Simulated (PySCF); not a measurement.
**Fractional electron number in Nd²⁺ (neodymium, charge +2)**

The 4f alpha orbital of [Xe] 4f4 is emptied in steps (occupation f), with all orbitals relaxed, ending at [Xe] 4f3. Computed with PySCF 2.14 in def2-SVP with the def2 core potential (28 electrons), with a scalar-relativistic core potential. The exact energy is a straight line in f; departures are measured from the line between the end points of the same method.

```json
{"f": "1", "BLYP (eV)": "0.000"}
{"f": "0.75", "BLYP (eV)": "-1.451"}
{"f": "0.5", "BLYP (eV)": "-1.950"}
{"f": "0.25", "BLYP (eV)": "-1.474"}
{"f": "0", "BLYP (eV)": "0.000"}
```

```json
{"method": "BLYP", "E(f=0) − E(f=1) (eV)": "23.230", "−ε at f=1 (eV)": "15.555", "−ε at f=0.5 (eV)": "23.170"}
```

Orbital energy along the path (eV):

```tsv
f	BLYP
1	-15.555
0.75	-19.312
0.5	-23.170
0.25	-27.118
0	-31.142
```

Reference removal energy between the ground levels: 22.09 ± 0.04 eV (semi-empirical (NIST evaluation); NIST Atomic Spectra Database, ionization energies). The calculation has no spin-orbit coupling. The determinant left behind need not be the lowest term of the ion.
